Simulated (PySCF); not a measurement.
GaBr3, SMILES [Br][Ga]([Br])[Br].

The structure is a stationary point at B3LYP-D3(BJ)/def2-SVP. The isomer is the one that the SMILES or the coordinates give; other isomers of the formula were not compared.

The numbers are results of PBE/def2-TZVP (PySCF), not measurements.

Symmetry labels are those of the subgroup C2v that the program uses (full group D3h).

**Question.** List the valence orbital energies around the gap with their symmetry. (An estimate is asked for; the answer gives what the named calculation found.)

**Answer.** 
| orbital | symmetry | energy (eV) |
|---|---|---|
| HOMO−7 | B1 | -9.37 |
| HOMO−6 | A1 | -9.37 |
| HOMO−5 | B2 | -8.36 |
| HOMO−4 | A1 | -7.76 |
| HOMO−3 | B1 | -7.76 |
| HOMO−2 | B2 | -7.73 |
| HOMO−1 | A2 | -7.73 |
| HOMO | B1 | -7.41 |
| LUMO | A1 | -3.27 |
| LUMO+1 | B2 | -2.54 |
| LUMO+2 | A1 | 0.37 |
| LUMO+3 | B1 | 0.37 |
